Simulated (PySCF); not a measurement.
# Diatomics with 28 electrons

MP2 in PySCF with def2-SVPD on every atom, for the lowest determinant that a PBE0 search found; no spin–orbit coupling. All have 28 electrons, 8 of them in the valence shells, and the same state, a singlet (closed shell). For ions De leads to the atom and ion picked by measured ionisation energies and electron affinities.

```json
{"species": "NaS⁻", "difference of nuclear charges": "5", "Re (Å)": "2.486", "ωe (cm⁻¹)": "324", "k (mdyn/Å)": "0.829", "De (eV)": "n/a", "dissociates to": "Na + S⁻"}
{"species": "NaCl", "difference of nuclear charges": "6", "Re (Å)": "2.417", "ωe (cm⁻¹)": "347", "k (mdyn/Å)": "0.987", "De (eV)": "4.21", "dissociates to": "Na + Cl"}
{"species": "KF", "difference of nuclear charges": "10", "Re (Å)": "2.253", "ωe (cm⁻¹)": "406", "k (mdyn/Å)": "1.24", "De (eV)": "5.27", "dissociates to": "K + F"}
{"species": "CaO", "difference of nuclear charges": "12", "Re (Å)": "1.894", "ωe (cm⁻¹)": "663", "k (mdyn/Å)": "2.96", "De (eV)": "4.16", "dissociates to": "Ca + O"}
```

Task: Which member of the whole set has the stiffest bond, and how does it compare with the softest?

Result: CaO with k = 2.96 mdyn/Å, 3.6 times that of NaS⁻.

Correlated steps freeze 6 core orbitals. Correlated levels converge slowly with the basis: in double zeta they bind strong bonds too weakly, by up to about 1 eV, and carry superposition errors of some tenths. Where the molecule has an RHF reference, its open-shell atoms are computed with UHF.
